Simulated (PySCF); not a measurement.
C₃H₇BN₂, SMILES C=C1CNB1N. Geometry optimised at PBE-D3(BJ)/def2-SVP. The structure was generated by enumeration, and PubChem lists no compound with its InChIKey, so it may never have been made. Other conformers were not sampled.

Problem. Give the equilibrium geometry at PBE-D3(BJ)/def2-SVP (PySCF confirms it by a frequency run) as a Z-matrix, and its point group. (Estimate from the structure and the level; the computed values follow.)

Solution. Several could match; the one computed here: point group Cs.
```
C
C 1 1.3421
H 2 1.1031 1 121.34
H 2 1.1048 3 116.34 1 180.00
C 1 1.5384 2 130.66 3 180.00
H 5 1.1166 1 114.37 2 62.72
H 5 1.1166 6 108.11 1 128.67
N 5 1.4719 6 114.70 7 129.37
H 8 1.0183 5 125.46 6 -63.02
B 8 1.4350 9 139.94 5 180.00
N 10 1.4114 8 133.55 9 0.00
H 11 1.0174 10 121.94 8 -180.00
H 11 1.0184 12 113.98 10 -180.00
```
Charge 0, spin multiplicity 1.
